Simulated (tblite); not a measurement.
Species: C₃H₄FN₂S (doublet state).
Cartesian coordinates in Å at the GFN2-xTB level; atoms count from 1:
```
atom  x, y, z in Å
F1    -1.653    1.391   -0.006
C2    -1.535    0.029   -0.074
C3    -0.105   -0.382   -0.056
N4     0.256   -1.604   -0.184
S5     1.918   -1.706   -0.107
N6     2.233   -0.153    0.096
C7     1.028    0.602    0.122
H8    -2.025   -0.300   -0.998
H9    -2.071   -0.389    0.787
H10    0.933    1.154    1.070
H11    1.026    1.361   -0.675
```

Structure optimised with GFN2-xTB, isolated species. This method treats the open shell by occupation alone, without spin polarisation.

Take the most abundant isotopes and a rigid rotor. The values belong to one conformer with, in the numbering `[F:1][CH2:2][C:3]1=[N:4][S:5][N:6][CH2:7]1`, F1–C2–C3–N4 -176°.

Question: Give the principal moments of inertia and the rotational constants in MHz.

Answer: Ia = 78.79, Ib = 351.37, Ic = 423.71 u·Å²; 505379 MHz·u·Å²/I gives A = 6414, B = 1438, C = 1193 MHz.

Question: What kind of rotor is it?

Answer: A near-prolate asymmetric top; Ray's κ = -0.906.

Question: Is it planar, by Δ = Ic − Ia − Ib?

Answer: Not planar: Δ = Ic − Ia − Ib = -6.45 u·Å². For a rigid frame Δ = −2 Σ m c², so Σ m c² = 3.23 u·Å² lies off the ab plane: 3.17 from hydrogen and 0.05 from heavier atoms. The atom farthest from that plane is 0.96 Å away.

For this open shell read J as N, the rotation without spin; fine and hyperfine splittings come on top. Its GFN2-xTB frequencies are all real (lowest 23 cm⁻¹). Zero-point vibration and centrifugal distortion are left out.

All values are computed, not measured.
